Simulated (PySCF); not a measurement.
# Reading the logs of faulty runs: C2GeH5O

Calculated results; nothing here was measured. The program is PySCF 2.14.0, an open-source quantum chemistry code, run on an isolated molecule that a program drew, which may never have been made. The molecule is C2GeH5O (charge 0, doublet), drawn as the SMILES string `[CH2][C](O)=[GeH2]`.

Each row is a Hartree-Fock (HF) and frozen-core CCSD(T) single point in the cc-pVDZ basis, meant for a local HF minimum. Run 1 is clean. Each other run has one planted mistake out of seven kinds, and not every kind appears here: one electron removed, one electron added, multiplicity raised by two, geometry at a saddle point, minimal basis STO-3G, one bond length entered in bohr, all coordinates scaled. The reference is restricted for singlets and unrestricted otherwise, and also for a bond in bohr. Adding or removing an electron swaps singlet and doublet. Electrons count all cores. HOMO and LUMO are orbital energies over both spins, the gradient is its largest component, and the lowest frequency (negative if imaginary) is given only where the gradient is small. Bond lengths are over the 8 bonds as drawn. T1 is the CCSD diagnostic: over 0.02 (restricted) or 0.045 (unrestricted) a single reference is doubtful. Germanium has the cc-pVDZ-PP basis, with a core potential (ECP10MDF) in place of its 10 inner electrons, and its 3s, 3p and 3d shells are frozen in CCSD(T).

Geometry of the clean run:
```xyz
9
C2GeH5O, angstrom
C    -2.3828    0.1278   -2.6753
C    -1.9155   -0.2210   -1.4687
O    -1.0065    0.5085   -0.7755
Ge   -2.5654   -1.7696   -0.4788
H    -3.1148   -0.4840   -3.1822
H    -2.0393    1.0226   -3.1871
H    -0.7854    1.2973   -1.2529
H    -3.2592   -2.7430   -1.4374
H    -1.4344   -2.4401    0.3041
```

```
run,electrons,basis functions,<S^2>,HOMO (eV),LUMO (eV),gradient (hartree/bohr),lowest frequency (cm^-1),mean bond (Å),longest bond (Å),T1,HF (hartree),CCSD(T) (hartree),mistake
1,57,90,0.849,-8.51,1.21,1.9e-05,166,1.3529,1.949,0.0243,-446.83017,-447.42092,no fault
2,56,90,0.000,-14.80,-6.71,5.6e-02,-,1.3529,1.949,0.0192,-446.54930,-447.13904,one electron removed
3,57,90,0.801,-8.35,1.32,4.4e-02,-,1.3069,1.883,0.0181,-446.81833,-447.40085,all coordinates scaled
4,58,90,0.000,-0.55,8.80,4.7e-02,-,1.3529,1.949,0.0136,-446.81637,-447.43482,?
```

**Which mistake was planted in run 4, and what did it cost?**

It counts 58 electrons, one more than the clean run, at the same geometry and basis. So the mistake is: one electron added. Subtracting run 1 and multiplying by 627.51 kcal/mol a hartree, the energy moved by 8.7 kcal/mol in HF and -8.7 kcal/mol in CCSD(T).

